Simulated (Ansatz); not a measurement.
`O[SiH](O)C[SiH2]Cl` → `O[SiH](O)CCl` + `[SiH2]`  (silylene formation by 1,1-elimination)

Calculated with Ansatz (gas phase, PBE0-D4/def2-TZVP geometries, no zero-point term in ΔE). CCSD(T)/CBS is the MP2 limit (def2-TZVPP, def2-QZVPP) plus CCSD(T) − MP2 in def2-TZVPP, frozen cores. This one scheme is used for every species. Functionals use def2-TZVPP. Each species was taken in one conformer, which may not be the lowest.

| level | ΔE (kJ/mol) |
| --- | --- |
| r2SCAN-D4 | 448.5 |
| SCS-MP2/def2-TZVPP | 427.1 |

(1) What does CCSD(T)/CBS give? (Best estimate.)

Largest T1 diagnostic among the species: 0.014.

Answers

(1) Computed: +426.7 kJ/mol. The listed levels differ from it by 21.8, 0.4 kJ/mol.

The D4 term adds +19.5 kJ/mol with B3LYP and +10.8 kJ/mol with PBE0; it sums over pairs of atoms, weighted by their polarisabilities, and B3LYP, whose exchange is more repulsive, gets the larger term. In def2-TZVPP, CCSD(T) changes the Hartree–Fock value by +16.2 kJ/mol (the triples alone add +4.4 kJ/mol) and MP2 by +44.6 kJ/mol. From PBE to PBE0 (25 % exact exchange), in def2-TZVPP and without D4, ΔE moves by +14.8 kJ/mol.

B3LYP here is the variant with VWN-RPA as its local correlation; programs differ in this.
